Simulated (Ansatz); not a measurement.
A nudged elastic band was laid between two geometries of ClF2Ge2H3 + FH (10 atoms, charge 0, multiplicity 1).

The calculation used Ansatz, RKS PBE/def2-SVP.

```
movable images  : 7
climbing image  : yes
spring          : 5.0 eV/Å²
optimiser       : quadratic models (default)
start path      : through a guess of the saddle point
force threshold : 0.2 eV/Å
iteration limit : 60
end points      : relaxed
```

Initial state:

```xyz
10
Properties=species:S:1:pos:R:3
Ge -0.024 -0.152 0.268
Ge -0.047 -0.210 2.709
H -0.845 -1.480 3.095
H 1.410 -0.283 3.197
H -0.786 1.063 3.171
Cl 1.625 -1.059 -0.787
F -0.095 1.542 -0.326
F -1.482 -0.801 -0.448
F 1.605 1.996 1.460
H 1.001 2.174 0.741
```

Final state:

```xyz
10
Properties=species:S:1:pos:R:3
Ge 0.432 0.600 -0.748
Ge -0.004 -0.021 3.361
H -1.541 -0.181 3.418
H 0.630 -1.278 2.717
H 0.560 0.166 4.791
Cl 2.284 -0.376 -0.411
F 0.028 0.620 -2.426
F -0.859 -0.205 0.076
F 0.476 2.239 -0.206
H 0.353 1.225 2.509
```

Q: What changes between the two ends?

A: Bonds broken: Ge1–Ge2, F9–H10. Bonds formed: Ge1–F9, Ge2–H10. ClF2Ge2H3 + FH becomes ClF3Ge + GeH4.

Q: Give the energies along the band, and the barrier.

A: The forces met the threshold. The highest image is number 4 of 0 to 8, 180.0 kJ/mol above the first end and 156.1 kJ/mol above the last; the last end lies 24.0 kJ/mol above the first. The threshold of 0.2 eV/Å is loose, so the images may lie well off the minimum-energy path. Neighbouring images differ by up to 1.4 eV, so the band resolves the path poorly. Another band between the same ends (7 images) ends at a top of the same energy, where a vibrational analysis finds 1 clearly imaginary mode. The orbitals stay closed-shell, which can raise the energy where a bond breaks towards radicals; this wasn't checked here.

```
image  path coordinate (Å)  energy (kJ/mol)  Ge1–Ge2 (Å)  F9–H10 (Å)  Ge1–F9 (Å)
    0                 0.00              0.0         2.44        0.96        2.95
    1                 1.49              6.8         2.44        0.95        2.90
    2                 2.97             12.8         2.43        0.95        2.91
    3                 4.46             44.7         2.44        0.94        2.67
    4                 5.95            180.0         2.79        1.28        1.97
    5                 7.00             72.9         3.44        1.96        1.75
    6                 8.05             30.0         4.04        2.32        1.73
    7                 9.11             24.3         4.38        2.89        1.73
    8                10.16             24.0         4.18        2.90        1.73
```

Q: What is the geometry of the highest image?

A: 
```xyz
10
Properties=species:S:1:pos:R:3
Ge 0.251 0.349 0.036
Ge 0.071 -0.015 2.792
H -1.451 -0.226 2.892
H 0.877 -1.328 2.813
H 0.568 0.932 3.924
Cl 2.031 -0.254 -0.992
F -0.939 1.154 -0.941
F -0.602 -1.188 0.268
F 0.950 2.076 0.668
H 0.604 1.289 1.620
```

The band took 18 iterations and roughly 14 core-minutes.

Run time: 3.7 min on 4 threads of Arm Neoverse V1, with other jobs on the host, peak memory 0.24 GiB.
